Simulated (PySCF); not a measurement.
FH₇N₂Si₂, SMILES N[SiH2]N[SiH2]F. Atoms are numbered in the order given.

```xyz
12

Si     1.3717    -0.1975    -0.9374
F      2.2975    -0.6344     0.3521
N     -0.3155    -0.4809    -0.6720
Si    -1.4785     0.5831     0.1352
N     -1.8007     0.3521     1.8276
H      1.5806     1.2706    -1.1359
H      1.8426    -1.0338    -2.0888
H     -0.6320    -1.4422    -0.8435
H     -2.8042     0.4005    -0.5459
H     -0.8927     1.9522    -0.0403
H     -2.4195    -0.4080     2.1201
H     -1.0430     0.4724     2.5053
```

Geometry: PBE-D3(BJ)/def2-SVP. This is a generated structure with no PubChem entry under its InChIKey; it may be hypothetical. Other conformers were not sampled.

Method: TDA-PBE/def2-SVPD run with PySCF.

Vertical excitations. Isolated molecule, no solvent.

| state | energy (eV) | λ (nm) | f | main pairs |
|---|---|---|---|---|
| S1 | 5.70 | 218 | 0.046 | HOMO→LUMO 96 % |
| S2 | 6.10 | 203 | 0.054 | HOMO→LUMO+1 95 % |
| S3 | 6.35 | 195 | 0.021 | HOMO→LUMO+2 91 % |
| S4 | 6.49 | 191 | 0.014 | HOMO−1→LUMO 90 % |
| S5 | 6.79 | 183 | 0.013 | HOMO→LUMO+3 95 % |
| S6 | 6.98 | 178 | 0.039 | HOMO→LUMO+4 82 % |
| S7 | 6.99 | 177 | 0.062 | HOMO−1→LUMO+1 74 %, HOMO→LUMO+4 16 % |
| S8 | 7.19 | 172 | 0.004 | HOMO→LUMO+5 98 % |
| S9 | 7.28 | 170 | 0.003 | HOMO−2→LUMO 49 %, HOMO−1→LUMO+2 40 % |
| S10 | 7.29 | 170 | 0.001 | HOMO→LUMO+6 65 %, HOMO−2→LUMO 16 %, HOMO−1→LUMO+2 13 % |
| T1 | 5.37 | 231 | 0 | HOMO→LUMO 99 % |
| T2 | 5.90 | 210 | 0 | HOMO→LUMO+1 94 % |
| T3 | 6.04 | 205 | 0 | HOMO→LUMO+2 96 % |
| T4 | 6.20 | 200 | 0 | HOMO−1→LUMO 96 % |
Triplets are in the Tamm–Dancoff approximation.
